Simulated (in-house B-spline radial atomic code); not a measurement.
A run on As (an excited or competing configuration) that did not converge. Method: scalar-relativistic (X2C) wB97X, spin-polarised, spherical fractional occupations, exact exchange averaged over the configuration, Fermi nucleus of rms radius 4.0968 fm; computed with an all-electron radial atomic-structure program (B-spline basis).

Command:
```bash
python run_scf.py task.json out
```
Settings (nuclear radius in fm, mass in u):
```
Z                33
configuration    [Ar] 3d10 4s1 4p3 4d1
hamiltonian      x2c
method           wb97x
spin_polarised   True
nucleus          fermi
rms_radius       4.0968
atomic_mass      74.92159
speed_of_light   137.035999084
exact_exchange   averaged over the configuration
```

First and last ten iterations of the last attempt (damped for 15 steps, keeping 80 % of the old Fock matrix, then DIIS):
```
 iter        energy (Eh)    residual
    1       -2259.527080    3.90e-01
    2       -2259.988864    1.02e-01
    3       -2260.160362    5.92e-02
    4       -2260.224863    3.71e-02
    5       -2260.249317    2.59e-02
    6       -2260.259002    1.84e-02
    7       -2260.263172    1.33e-02
    8       -2260.265188    9.72e-03
    9       -2260.266294    7.22e-03
   10       -2260.266970    5.48e-03
  111       -2260.268611    2.26e-06
  112       -2260.268611    2.00e-06
  113       -2260.268611    2.00e-06
  114       -2260.268611    2.06e-06
  115       -2260.268611    2.75e-06
  116       -2260.268611    2.30e-06
  117       -2260.268611    2.09e-06
  118       -2260.268611    1.93e-06
  119       -2260.268611    1.97e-06
  120       -2260.268611    1.96e-06
 not converged after 120 iterations
```

The smallest residual met was 1.8e-06; the threshold is about 3e-07. Over the last five steps the energy moves by less than 1e-08 hartree, but the orbitals didn't meet the threshold. Run time, properties included: 32 s on 1 thread of Arm Neoverse N1, on a shared host.
